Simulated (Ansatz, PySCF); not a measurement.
The pair A = CH4 (SMILES C) (first 5 atoms), B = C2H3N (SMILES CC#N); geometry from B3LYP-D3(BJ)/def2-TZVP.
(charge 0, multiplicity 1):
```tsv
atom	x (Å)	y (Å)	z (Å)
C	-0.0310	0.4262	0.1798
H	0.1344	0.2525	-0.8824
H	0.5139	1.3196	0.4845
H	-1.0971	0.5682	0.3565
H	0.3241	-0.4320	0.7477
C	-0.4789	0.6037	3.9393
C	0.1571	-0.6817	3.7013
N	0.6600	-1.6969	3.5074
H	0.1217	1.1986	4.6277
H	-0.5806	1.1465	2.9996
H	-1.4691	0.4587	4.3717
```

Correlated levels freeze the cores. Rows in 6-31G* carry no dispersion term and start afresh at each structure (6-31G* with six Cartesian d functions).

Run with Ansatz (Gaussian orbitals); PySCF for 6-31G* rows. Values without a source in brackets are computed.

Total energies (hartree), monomers frozen at their geometry in the pair:

```csv
structure,PBE/def2-TZVPPD,B3LYP/6-31G*,MP2/aug-cc-pVDZ
AB,-173.1012775,-173.2733549,-172.7509165
A in the pair's basis,-40.4643425,-40.5185709,-40.3681804
B in the pair's basis,-132.6362386,-132.7550969,-132.3812296
A,-40.4643077,-40.5183348,-40.3675156
B,-132.6361938,-132.7545587,-132.3805964
```

Problem. Work out the interaction energy without and with the counterpoise correction, and the superposition error, for each level.

Solution. 
E(AB) − E(A) − E(B), times 627.509 kcal/mol, with the monomers in their own basis and then in the pair's basis:
- PBE/def2-TZVPPD: -0.49 uncorrected, -0.44 corrected; the monomers gain 0.05 kcal/mol from borrowed functions
- B3LYP/6-31G*: -0.29 uncorrected, 0.20 corrected; the monomers gain 0.49 kcal/mol from borrowed functions
- MP2/aug-cc-pVDZ: -1.76 uncorrected, -0.95 corrected; the monomers gain 0.81 kcal/mol from borrowed functions

Ansatz is an electronic-structure program.
